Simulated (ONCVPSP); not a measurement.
**What one change does to a pseudopotential (iron, ONCV)**

iron (Fe), optimised norm-conserving Vanderbilt (ONCV), made with ONCVPSP 4.0.1 (PBEsol, scalar-relativistic). Core [Ne], reference 3s2 3p6 3d6 4s2. Waves: 3s+4s: rc 1.45 bohr, ncon 4, nbas 7, qcut 7.6 1/bohr, 2 projectors; 3p: rc 1.35 bohr, ncon 4, nbas 7, qcut 8.6 1/bohr, 1 projector; 3d: rc 1.35 bohr, ncon 4, nbas 9, qcut 12.5 1/bohr, 2 projectors, debl 3.4 Ha. Local part: polynomial inside 1.25 bohr (lpopt 5, dvloc0 4 Ha). Core correction: Teter function, fcfact 5.5, rcfact 1.75.

All-electron outer shells of the reference configuration (PBEsol, scalar-relativistic, ld1.x):

```json
{"shell": "2p", "level (eV)": "-697.99", "outermost node (bohr)": "–", "outermost maximum (bohr)": "0.18"}
{"shell": "3s", "level (eV)": "-93.77", "outermost node (bohr)": "0.33", "outermost maximum (bohr)": "0.70"}
{"shell": "3p", "level (eV)": "-59.92", "outermost node (bohr)": "0.30", "outermost maximum (bohr)": "0.72"}
{"shell": "3d", "level (eV)": "-7.53", "outermost node (bohr)": "–", "outermost maximum (bohr)": "0.71"}
{"shell": "4s", "level (eV)": "-5.31", "outermost node (bohr)": "1.00", "outermost maximum (bohr)": "2.41"}
```

Change: p: qcut 5.6.

Cutoffs: the cutoffs (Ha) at which the residual kinetic energy of the hardest occupied pseudo-wave falls to 1 and 0.1 mHa per electron; they do not see the model core or the augmentation charge, which bear on the density cutoff. Errors are all-electron minus pseudo energies relative to the spin-unpolarised reference configuration.

Q: How do hardness, ghosts and transferability respond?

A: The potential gets harder (57 Ha and 64 Ha → 77 Ha and 89 Ha); of the 4 tests that both files solve, the error grows in 2 and shrinks in 0 by more than 15 % and 0.3 meV (median size 1.0 → 4.2 meV); neither file shows a bound ghost.

```tsv
quantity	base	changed
cutoff, loose	57 Ha	77 Ha
cutoff, tight	64 Ha	89 Ha
loose cutoff by channel	s 16 Ha, p 30 Ha, d 57 Ha	s 16 Ha, p 77 Ha, d 57 Ha
bound ghosts	none	none
GHOST(+) flags under 300 eV	none	none
error for 3s2 3p6 3d6 4s1, meV [ΔE 8.75 eV]	-0.3	-0.4
error for 3s2 3p6 3d6 4s0, meV [ΔE 24.86 eV]	0.0	-0.3
error for 3s2 3p6 3d5 4s0, meV [ΔE 59.05 eV]	-1.6	-8.1
error for 3s2 3p6 3d6 4s0 4p1, meV [ΔE 13.82 eV]	-90	-144
s: phases at 1.47 bohr within 0.05 rad from the reference energy up to (Ha; the scan ends near 5)	to the end of the scan	to the end of the scan
p: phases at 1.37 bohr within 0.05 rad from the reference energy up to (Ha; the scan ends near 5)	1.0	0.6
d: phases at 1.37 bohr within 0.05 rad from the reference energy up to (Ha; the scan ends near 5)	to the end of the scan	to the end of the scan
rms error of d²Exc/dni dnj with the model core, mHa	3.64	3.70
```
